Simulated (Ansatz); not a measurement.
Ca₄Te₄. Total charge 0; singlet. Geometry r2SCAN-D4/def2-SVP.

Cartesian coordinates in Å:
```
Ca 2.7468 -1.5403 0.9775
Ca -1.0577 0.0972 3.1111
Ca 1.0654 -0.0816 -3.1092
Ca -2.7558 1.5238 -0.9798
Te 3.2190 -1.5089 -1.8550
Te -3.3439 1.2598 1.8187
Te -1.3843 1.3661 -3.4978
Te 1.5105 -1.1161 3.5345
```

In the def2 sets Te takes a core potential; there is no spin–orbit coupling. Another isomer (singlet) lies 3.76 eV lower at PBE0-D4/def2-TZVP; other spin states weren't run for this one.

Problem. Estimate the orbital energies around the gap (eV) in Ansatz with PBE-D4/def2-TZVP, r2SCAN-D4/def2-TZVP, PBE0-D4/def2-TZVP.

Solution. 
```csv
orbital,PBE-D4/def2-TZVP,r2SCAN-D4/def2-TZVP,PBE0-D4/def2-TZVP
HOMO−5,-5.05,-5.26,-5.96
HOMO−4,-5.05,-5.25,-5.96
HOMO−3,-4.96,-5.16,-5.84
HOMO−2,-4.89,-5.09,-5.76
HOMO−1,-4.89,-5.09,-5.76
HOMO,-4.82,-5.02,-5.70
LUMO,-2.87,-2.62,-2.25
LUMO+1,-2.33,-1.89,-1.63
LUMO+2,-2.32,-1.89,-1.63
LUMO+3,-2.00,-1.51,-1.23
LUMO+4,-1.76,-1.44,-1.16
LUMO+5,-1.60,-1.29,-0.72
```
